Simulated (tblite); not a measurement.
C₆H₁₀BrFSi.
Numbering: `[CH2:1]=[CH:2][SiH2:3][CH2:4]/[C:5](=[CH:6]/[Br:7])[CH2:8][F:9]` (hydrogens: H10, H11 on C1; H12 on C2; H13, H14 on Si3; H15, H16 on C4; H17 on C6; H18, H19 on C8)

Computed with GFN2-xTB (tblite), gas phase: L-BFGS steps from a force-field or distance-geometry start until the largest atomic force falls under 0.01 eV/Å.

Geometry at step 0:
```
atom  x, y, z in Å
C1      2.5484    0.7912    0.0717
C2      2.2806   -0.5107   -0.0587
Si3     0.8847   -1.4311    0.7111
C4     -0.7236   -1.1310   -0.2575
C5     -1.2647    0.2818   -0.2319
C6     -1.2357    1.0210   -1.3655
Br7    -1.8141    2.7724   -1.5771
C8     -1.8460    0.7622    1.0706
F9     -2.5101   -0.2645    1.6843
H10     1.9063    1.4614    0.6586
H11     3.4031    1.2332   -0.4153
H12     2.9455   -1.1447   -0.6344
H13     1.1949   -2.8743    0.7126
H14     0.7142   -0.9829    2.1123
H15    -1.4964   -1.8049    0.1452
H16    -0.5501   -1.4673   -1.2687
H17    -0.8110    0.6354   -2.2824
H18    -2.5729    1.5646    0.9439
H19    -1.0629    1.0975    1.7502
```

Question: Give the atomic forces at this geometry.

Answer: 
| atom | Fx (eV/Å) | Fy (eV/Å) | Fz (eV/Å) |
| --- | --- | --- | --- |
| C1 | -0.374 | -0.407 | 0.053 |
| C2 | 0.663 | 0.841 | -0.228 |
| Si3 | -0.495 | -0.370 | 1.141 |
| C4 | -0.816 | 0.238 | 0.231 |
| C5 | 0.270 | 0.115 | -1.241 |
| C6 | 0.289 | -1.292 | 1.013 |
| Br7 | -0.248 | 0.583 | 0.162 |
| C8 | 0.049 | -0.140 | -0.417 |
| F9 | -0.052 | -0.106 | 0.234 |
| H10 | 0.402 | -0.402 | -0.358 |
| H11 | -0.026 | 0.139 | 0.076 |
| H12 | 0.175 | 0.282 | -0.119 |
| H13 | -0.107 | 0.145 | -0.076 |
| H14 | -0.032 | -0.064 | -0.190 |
| H15 | 0.195 | 0.263 | 0.025 |
| H16 | -0.025 | 0.135 | -0.435 |
| H17 | 0.012 | -0.087 | 0.140 |
| H18 | -0.080 | 0.146 | -0.171 |
| H19 | 0.198 | -0.017 | 0.163 |

The largest, 1.67 eV/Å, acts on C6; the rms over all components is 0.423 eV/Å. The forces sum to zero within rounding, as they must for an isolated molecule in no field.

Question: Give the force on C6 in Eh/bohr and in nN.

Answer: 1.667 eV/Å ÷ 51.422 = 0.03242 Eh/bohr, and 1.667 eV/Å × 1.602 = 2.67 nN.

Question: How far is this geometry from the end of the optimisation?

Answer: 0.195 eV above it, and 0.317 Å rms away after alignment. The bonds farthest from their final lengths, with half the difference of the two atoms' forces along the bond (positive lengthens):

```
  bond  now (Å)  final (Å)  force along bond (eV/Å)
C2–Si3    1.841      1.885                    +1.03
C6–Br7    1.857      1.896                    +1.02
 C4–C5    1.513      1.482                    -0.26
Si3–C4    1.901      1.929                    +0.42
 C5=C6    1.354      1.328                    -1.33
C1–H10    1.098      1.078                    -0.34
```

The angle farthest from its final value is Si3–C4–C5, 116.2° against 109.8°.

Of the 6 listed bonds off by 0.010 Å or more, this force points towards the final length in 6.

What follows is the cost of the whole relaxation. Hardware: Arm Neoverse V1, one thread (shared host). Cost: 0.9 s wall.
